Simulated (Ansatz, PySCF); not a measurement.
CH8OSi2, SMILES [SiH3]O[SiH2]C.

Geometry optimised at PBE0-D3(BJ)/def2-SVP. One conformer was computed; it need not be the lowest.

Vertical ionisation energy (IE) and electron affinity (EA) in eV. Rows of orbital energies are one-electron estimates. Where ΔSCF, EOM or ADC give a negative EA the extra electron is unbound and the value depends on the basis.

| level | IE | EA |
|---|---|---|
| −ε(HOMO), −ε(LUMO), HF/def2-TZVP (PySCF) | 12.01 | -3.12 |
| −ε(HOMO), −ε(LUMO), PBE/def2-TZVP (PySCF) | 7.08 | 0.82 |
| ΔSCF, PBE0/def2-TZVPD (Ansatz), final states of multiplicity 2 and 2 | 10.45 | -1.06 |
| ΔSCF, PBE/def2-TZVPD (Ansatz), final states of multiplicity 2 and 2 | 9.95 | -0.86 |

### Question
What vertical singlet–triplet gap does ΔSCF give with PBE0/def2-TZVPD (Ansatz, a first-principles code) and with PBE/def2-TZVPD (Ansatz)? (The exact figures need the calculation; the answer reports its results.)

### Answer
6.69 and 6.05 eV (triplet above singlet where positive).
